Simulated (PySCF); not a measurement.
**Electron correlation in Te²⁺ (tellurium, charge +2)**

[Kr] 4d10 5s1 5p2 5d1, one real determinant (an excited configuration). Computed with PySCF 2.14 in aug-cc-pVTZ-PP with one added diffuse shell each of d, f type with ECP28MDF (6s5p5d3f, 67 functions), with a scalar-relativistic core potential. Frozen: 4s2 4p6 4d10; 4 electrons correlated.

```tsv
level	correlation energy (mhartree)
CCSD	-41.33
(T)	-4.19
CCSD(T)	-45.52
```

Diagnostics: T1 = 0.067, D1 = 0.1880, largest double amplitude 0.451.

Is a single reference adequate?

Not fully. The real determinant used has ⟨L²⟩ near 8 against 12 for a pure F term, so it mixes terms. The outer electron is Rydberg-like, and this basis confines it to a smaller radius and binds it less than a complete one would. T1 exceeds 0.03, a sign that the reference determinant is poor. A double-excitation amplitude exceeds 0.15, a sign of near-degeneracy.

The reference is one real determinant that mixes LS terms of this configuration.
